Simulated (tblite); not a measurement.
A geometry optimisation, step by step.

Compound: C4H5F3SeSi.
Bonds: C1–C2 (triple), C2–C3, C3–F4, C3–F5, C3–C6, C6–Se7, Se7–Si8, Si8–F9. Hydrogens: H10 on C1; H11, H12 on C6; H13, H14 on Si8.

Computed with GFN2-xTB (tblite), gas phase: L-BFGS steps from a force-field or distance-geometry start until the largest atomic force falls under 0.01 eV/Å. 9 of its 114 geometries are shown.

Step 0: E = -822.1329 eV, largest atomic force 1.949 eV/Å
```
atom  x, y, z in Å  |  force x, y, z in eV/Å
C1     -2.602    1.413    0.379   -0.681   1.503   0.060
C2     -2.143    0.314    0.362    0.314  -0.960   0.385
C3     -1.566   -1.051    0.371   -0.190   1.493  -1.051
F4     -2.179   -1.823    1.296   -0.085  -0.315  -0.512
F5     -1.742   -1.516   -0.935   -0.384  -0.591   0.859
C6     -0.082   -1.010    0.592    0.999   0.282   1.493
Se7     0.738    0.037   -0.847    0.301   0.128  -0.424
Si8     2.713    0.854    0.018    0.437  -0.881   0.560
F9      3.698   -0.458    0.421   -1.050   1.596  -0.386
H10    -3.027    2.410    0.395    0.471  -1.063  -0.065
H11     0.332   -2.022    0.627   -0.046   0.014  -0.205
H12     0.158   -0.525    1.578   -0.284  -0.281  -0.717
H13     2.328    1.626    1.216    0.286  -0.428  -0.098
H14     3.374    1.750   -0.935   -0.087  -0.497   0.102
```

Step 14: E = -822.5086 eV, largest atomic force 0.121 eV/Å
```
atom  x, y, z in Å  |  force x, y, z in eV/Å
C1     -2.613    1.424    0.393   -0.016   0.012  -0.001
C2     -2.146    0.323    0.382    0.033   0.040   0.029
C3     -1.545   -1.001    0.343    0.012  -0.033  -0.052
F4     -2.144   -1.823    1.255    0.004  -0.040   0.048
F5     -1.782   -1.579   -0.870   -0.047  -0.079  -0.036
C6     -0.044   -0.970    0.586    0.082   0.050  -0.029
Se7     0.774    0.019   -0.923    0.020   0.042  -0.013
Si8     2.648    0.875    0.049   -0.014  -0.120  -0.002
F9      3.636   -0.325    0.450    0.017  -0.055   0.051
H10    -3.026    2.387    0.401   -0.035   0.045   0.013
H11     0.345   -1.991    0.592   -0.017   0.031   0.000
H12     0.169   -0.476    1.533    0.034   0.040  -0.002
H13     2.377    1.520    1.320   -0.052   0.019   0.020
H14     3.350    1.617   -0.973   -0.023   0.049  -0.025
```

Step 28: E = -822.5238 eV, largest atomic force 0.100 eV/Å
```
atom  x, y, z in Å  |  force x, y, z in eV/Å
C1     -2.630    1.420    0.404    0.003  -0.019  -0.002
C2     -2.145    0.327    0.371   -0.006   0.014  -0.003
C3     -1.529   -0.993    0.337    0.006   0.029   0.017
F4     -2.074   -1.794    1.308    0.008   0.003  -0.052
F5     -1.807   -1.618   -0.844   -0.001  -0.010   0.053
C6     -0.021   -0.926    0.538   -0.013  -0.007  -0.008
Se7     0.787    0.028   -0.991   -0.020   0.022   0.025
Si8     2.637    0.822    0.059    0.028   0.056   0.002
F9      3.611   -0.373    0.507   -0.037  -0.012  -0.017
H10    -3.056    2.380    0.429   -0.004  -0.017   0.000
H11     0.384   -1.940    0.557   -0.020   0.007   0.067
H12     0.190   -0.405    1.474    0.039  -0.037  -0.084
H13     2.305    1.469    1.317   -0.031  -0.024   0.003
H14     3.345    1.604   -0.930    0.047  -0.007  -0.001
```

Step 42: E = -822.5294 eV, largest atomic force 0.042 eV/Å
```
atom  x, y, z in Å  |  force x, y, z in eV/Å
C1     -2.646    1.413    0.408   -0.007   0.015   0.004
C2     -2.140    0.329    0.370   -0.012   0.007  -0.002
C3     -1.514   -0.985    0.342   -0.010  -0.004   0.007
F4     -2.038   -1.774    1.332    0.001  -0.017   0.014
F5     -1.813   -1.633   -0.820    0.011  -0.001  -0.007
C6     -0.005   -0.909    0.515   -0.003  -0.007  -0.004
Se7     0.782    0.043   -1.023    0.024   0.028  -0.021
Si8     2.628    0.821    0.053   -0.001   0.003   0.003
F9      3.552   -0.411    0.511   -0.013  -0.003   0.002
H10    -3.085    2.365    0.438   -0.015   0.016  -0.007
H11     0.399   -1.922    0.552    0.022  -0.003   0.008
H12     0.226   -0.372    1.435   -0.001  -0.021   0.011
H13     2.249    1.440    1.313    0.009   0.000  -0.010
H14     3.405    1.594   -0.890   -0.007  -0.012   0.001
```

Step 56: E = -822.5317 eV, largest atomic force 0.054 eV/Å
```
atom  x, y, z in Å  |  force x, y, z in eV/Å
C1     -2.673    1.401    0.404   -0.003  -0.008  -0.010
C2     -2.146    0.328    0.391   -0.025   0.003  -0.022
C3     -1.504   -0.979    0.354    0.011   0.009   0.012
F4     -2.006   -1.781    1.346   -0.001  -0.001  -0.033
F5     -1.806   -1.620   -0.812   -0.008  -0.005   0.041
C6      0.006   -0.890    0.507    0.008  -0.019   0.016
Se7     0.761    0.115   -1.014   -0.045   0.009  -0.028
Si8     2.632    0.821    0.057    0.019  -0.003  -0.001
F9      3.472   -0.462    0.535    0.015   0.008   0.002
H10    -3.133    2.345    0.410   -0.001   0.007   0.019
H11     0.423   -1.899    0.504    0.016  -0.022  -0.002
H12     0.250   -0.388    1.445   -0.018   0.015  -0.023
H13     2.277    1.468    1.308    0.021   0.021   0.007
H14     3.446    1.540   -0.898    0.010  -0.015   0.023
```

Step 71: E = -822.5367 eV, largest atomic force 0.038 eV/Å
```
atom  x, y, z in Å  |  force x, y, z in eV/Å
C1     -2.752    1.358    0.395    0.002  -0.013   0.007
C2     -2.189    0.302    0.404   -0.001   0.012  -0.016
C3     -1.498   -0.981    0.365   -0.005   0.012  -0.007
F4     -1.941   -1.792    1.377    0.016   0.022  -0.027
F5     -1.816   -1.645   -0.784    0.020  -0.007   0.010
C6      0.013   -0.839    0.476   -0.018  -0.017   0.021
Se7     0.698    0.324   -0.965    0.024  -0.003   0.009
Si8     2.665    0.823    0.068   -0.001  -0.022  -0.004
F9      3.312   -0.547    0.606   -0.022   0.010  -0.002
H10    -3.239    2.288    0.392   -0.001  -0.014   0.019
H11     0.472   -1.825    0.380   -0.004   0.010   0.010
H12     0.261   -0.403    1.445   -0.015   0.006  -0.012
H13     2.427    1.579    1.287    0.014   0.001  -0.003
H14     3.587    1.359   -0.908   -0.010   0.003  -0.005
```

Step 85: E = -822.5408 eV, largest atomic force 0.056 eV/Å
```
atom  x, y, z in Å  |  force x, y, z in eV/Å
C1     -2.838    1.308    0.407   -0.002   0.004   0.038
C2     -2.232    0.278    0.370    0.015  -0.008   0.007
C3     -1.490   -0.976    0.338   -0.004   0.001  -0.009
F4     -1.932   -1.802    1.339    0.037  -0.007  -0.027
F5     -1.747   -1.655   -0.817   -0.007   0.033   0.019
C6      0.012   -0.777    0.488   -0.024  -0.018  -0.013
Se7     0.665    0.484   -0.882    0.025   0.016   0.007
Si8     2.711    0.814    0.065   -0.048  -0.024  -0.015
F9      3.166   -0.597    0.680    0.023  -0.033   0.003
H10    -3.360    2.218    0.453   -0.007  -0.013  -0.028
H11     0.514   -1.736    0.346    0.001  -0.011   0.023
H12     0.228   -0.385    1.482   -0.024   0.030  -0.005
H13     2.637    1.669    1.236   -0.005   0.032   0.019
H14     3.662    1.156   -0.968    0.021   0.000  -0.017
```

Step 99: E = -822.5494 eV, largest atomic force 0.047 eV/Å
```
atom  x, y, z in Å  |  force x, y, z in eV/Å
C1     -2.975    1.221    0.476   -0.016   0.007  -0.030
C2     -2.294    0.244    0.363   -0.015   0.004   0.029
C3     -1.465   -0.950    0.279   -0.012   0.002   0.009
F4     -1.911   -1.887    1.176    0.043  -0.019  -0.006
F5     -1.597   -1.542   -0.942   -0.006   0.009  -0.007
C6      0.002   -0.657    0.549   -0.010  -0.012   0.018
Se7     0.650    0.671   -0.758   -0.007  -0.023  -0.011
Si8     2.780    0.756    0.037    0.024   0.000  -0.013
F9      3.055   -0.641    0.782   -0.011  -0.002   0.013
H10    -3.568    2.083    0.550   -0.011   0.015   0.006
H11     0.580   -1.577    0.439   -0.007  -0.001   0.002
H12     0.113   -0.261    1.559   -0.009   0.002  -0.016
H13     2.914    1.743    1.094    0.028  -0.003   0.002
H14     3.716    0.796   -1.067    0.009   0.023   0.005
```

Step 113: E = -822.5525 eV, largest atomic force 0.008 eV/Å
```
atom  x, y, z in Å  |  force x, y, z in eV/Å
C1     -3.024    1.194    0.490   -0.004   0.000  -0.004
C2     -2.325    0.229    0.387    0.000   0.004   0.001
C3     -1.462   -0.939    0.267   -0.002   0.003  -0.003
F4     -1.887   -1.930    1.112   -0.002   0.002   0.004
F5     -1.561   -1.476   -0.983   -0.002   0.001   0.001
C6     -0.007   -0.622    0.571    0.001   0.003  -0.004
Se7     0.662    0.689   -0.743    0.006  -0.001   0.002
Si8     2.807    0.735    0.024    0.000   0.000  -0.001
F9      3.035   -0.647    0.812    0.006  -0.003  -0.001
H10    -3.632    2.045    0.576   -0.007  -0.004   0.002
H11     0.583   -1.536    0.493    0.001  -0.007   0.000
H12     0.072   -0.205    1.576    0.002  -0.001   0.002
H13     3.007    1.746    1.047   -0.001   0.003   0.003
H14     3.732    0.719   -1.090    0.002  -0.001  -0.002
```

Problem. Summarise the path.

Solution. The energy falls by 0.4195 eV from step 0 to step 113; nine tenths of that is first reached at step 16. It rises by more than 0.2 meV at steps 86 and 95. The largest force goes from 1.949 to 0.008 eV/Å. Among the bonds Si8–F9 changes most, from 1.690 to 1.607 Å; the atoms move by 0.561 Å rms after alignment.

Problem. Follow the three bonds and two angles with the largest change from start to end.

Solution. 
```csv
step,E above end (eV),largest force (eV/Å),Si8–F9 (Å),C6–H12 (Å),C1–H10 (Å),C6–Se7–Si8 (°),H13–Si8–H14 (°)
0,0.4195,1.949,1.690,1.125,1.084,105.8,109.0
5,0.0942,0.357,1.605,1.097,1.047,103.8,111.1
10,0.0542,0.152,1.605,1.091,1.052,102.0,116.3
15,0.0424,0.084,1.605,1.089,1.049,101.5,119.0
20,0.0354,0.068,1.606,1.091,1.050,100.4,118.9
25,0.0316,0.076,1.606,1.088,1.049,99.4,118.1
29,0.0278,0.099,1.606,1.093,1.050,98.1,117.8
34,0.0238,0.041,1.606,1.090,1.050,97.2,118.6
39,0.0233,0.027,1.606,1.091,1.050,97.1,118.7
44,0.0227,0.041,1.606,1.091,1.049,96.8,118.3
49,0.0220,0.028,1.606,1.090,1.050,96.2,118.4
54,0.0214,0.037,1.606,1.091,1.050,96.4,118.6
59,0.0198,0.045,1.606,1.090,1.049,95.7,119.5
64,0.0176,0.041,1.607,1.091,1.050,96.2,118.8
69,0.0163,0.034,1.606,1.090,1.049,95.6,118.5
74,0.0145,0.037,1.606,1.091,1.050,95.8,118.0
79,0.0138,0.029,1.607,1.091,1.049,95.6,117.7
84,0.0124,0.053,1.607,1.091,1.050,95.8,117.8
88,0.0109,0.037,1.606,1.091,1.050,95.8,118.1
93,0.0066,0.081,1.608,1.090,1.050,95.6,118.2
98,0.0041,0.111,1.610,1.092,1.050,95.8,118.6
103,0.0009,0.047,1.606,1.090,1.049,96.3,118.1
108,0.0002,0.017,1.607,1.091,1.050,96.2,117.7
113,0.0000,0.008,1.607,1.091,1.050,96.2,117.5
```

What follows is the cost of the whole relaxation. Hardware: Arm Neoverse V1, one thread, shared host with 32 logical CPUs at a one-minute load of 5.7. Cost: 0.86 s of wall time.
